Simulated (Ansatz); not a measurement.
`C=C[CH2][AlH][F]` + `[NH2][Zn][O]CF` → `[NH2][Zn][AlH][F]` + `C=CCOCF`  (formal exchange of groups at the Al–C bond)

Calculated with Ansatz (gas phase, PBE0-D4/def2-TZVP geometries, no zero-point term in ΔE). CCSD(T)/CBS is the MP2 limit (def2-TZVPP, def2-QZVPP) plus CCSD(T) − MP2 in def2-TZVPP, frozen cores. DFT in def2-TZVPP. B3LYP here is the variant with VWN-RPA as its local correlation; programs differ in this. For Zn outer-core shells are correlated without core-valence functions, which leaves a few kJ/mol of doubt a bond. Scalar relativity is left out up to krypton. Each species was taken in one conformer, which may not be the lowest.

CCSD(T)/CBS gives +24.4 kcal/mol.

**Question.** Another level gave +27.9 kcal/mol. Which?
A. MP2/def2-TZVPP
B. B3LYP/def2-TZVPP
C. PBE0-D4/def2-TZVPP
D. SCS-MP2/def2-TZVPP

**Answer.** A. MP2/def2-TZVPP 27.9, SCS-MP2/def2-TZVPP 25.0, PBE0-D4 23.0, B3LYP 19.5 kcal/mol.

Largest T1 diagnostic among the species: 0.016.

From PBE to PBE0 (25 % exact exchange), in def2-TZVPP and without D4, ΔE moves by +0.8 kcal/mol. The D4 term adds +1.5 kcal/mol with B3LYP and +0.7 kcal/mol with PBE0; it sums over pairs of atoms, weighted by their polarisabilities, and B3LYP, whose exchange is more repulsive, gets the larger term. In def2-TZVPP, CCSD(T) changes the Hartree–Fock value by +6.6 kcal/mol (the triples alone add +1.1 kcal/mol) and MP2 by +10.6 kcal/mol.

CCSD(T)/CBS has its own doubt, a few kJ/mol and more with outer-core shells, so smaller differences from it don't rank the levels.
